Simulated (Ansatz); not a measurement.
Si₁₅, relaxed as a singlet with RKS r2SCAN-D4/def2-SVP in Ansatz, starting from the GFN2-xTB geometry. Force threshold 0.03 eV/Å.

Another isomer (singlet) lies 1.60 eV lower at PBE0-D4/def2-SVP; other spin states weren't run for this one.

Start:

| atom | x (Å) | y (Å) | z (Å) |
| --- | --- | --- | --- |
| Si1 | 0.209 | -2.768 | -0.998 |
| Si2 | 1.059 | 0.385 | 3.216 |
| Si3 | 1.692 | -1.395 | 3.989 |
| Si4 | -1.449 | 1.700 | -3.073 |
| Si5 | 0.847 | -1.120 | 1.736 |
| Si6 | -0.086 | 0.131 | -3.473 |
| Si7 | 0.572 | 2.257 | 2.920 |
| Si8 | 0.890 | -3.040 | 0.768 |
| Si9 | -1.333 | 3.225 | -1.871 |
| Si10 | 0.563 | -1.627 | -2.645 |
| Si11 | -0.860 | 3.968 | -0.117 |
| Si12 | 1.538 | -2.948 | 2.667 |
| Si13 | -0.143 | 3.580 | 1.669 |
| Si14 | -2.080 | -0.299 | -2.808 |
| Si15 | -1.421 | -2.050 | -1.979 |

Q: Estimate the energy that the relaxation releases and the steps that it takes.

A: 1932.5 kJ/mol, in 55 steps; 15 min on 4 threads of Arm Neoverse V1 on a shared host. No frequencies were taken in this run, so the end may be a saddle point.

Q: Does the start keep its bonding?

A: Bonds lost: Si10–Si15 (atoms count from 1). Bonds formed: Si2–Si9, Si2–Si13, Si3–Si8, Si4–Si11, Si5–Si6, Si9–Si15, Si10–Si14 (atoms count from 1).

Q: Predict the relaxed structure.

A: 
Cartesian coordinates in Å:
```
Si -0.480 -1.964 -0.710
Si 0.308 0.737 1.648
Si 0.639 -1.346 2.626
Si -0.337 1.926 -1.910
Si 1.734 -0.821 0.407
Si 1.127 0.049 -1.728
Si 1.333 2.662 2.486
Si 0.588 -3.035 1.036
Si -1.512 0.851 0.023
Si 0.224 -1.726 -3.000
Si -1.977 3.132 -0.611
Si 2.834 -2.289 1.781
Si -0.397 2.996 1.149
Si -1.372 -0.086 -2.492
Si -2.711 -1.086 -0.705
```
Bond lengths: 27 × Si–Si 2.21 to 2.62 Å.
